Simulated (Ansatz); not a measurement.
Reaction (SMILES): FCC(F)(F)F → FC[C](F)F + F atom (the C-F bond at the site shown breaks; other sites are not compared here)
Structures are relaxed separately at B3LYP-D3(BJ)/def2-TZVP in Ansatz (a program for electronic structure), one conformer each, not searched for the lowest.

Property: bond dissociation energy (electronic energy difference), in kJ/mol. Cores are frozen in the correlated levels unless marked. Open shells are spin-unrestricted. No spin-orbit coupling. No relativistic terms. Basis-set limits of correlation are two-point, X^-3; Hartree-Fock from the larger set.

CCSD(T)/CBS(cc-pVTZ,cc-pVQZ) (Ansatz) gives 543.9 kJ/mol.

Task: Another calculation gave 486.5 kJ/mol. Which level was it?
A. revPBE/def2-TZVPD (Ansatz)
B. BHLYP/def2-TZVPD (Ansatz)
C. HSE06/def2-TZVPD (Ansatz)
D. wB97X-V/def2-TZVPD (Ansatz)

Result: B, BHLYP/def2-TZVPD (Ansatz). The others give 534.5 (wB97X-V), 503.9 (revPBE), 519.3 (HSE06) kJ/mol.
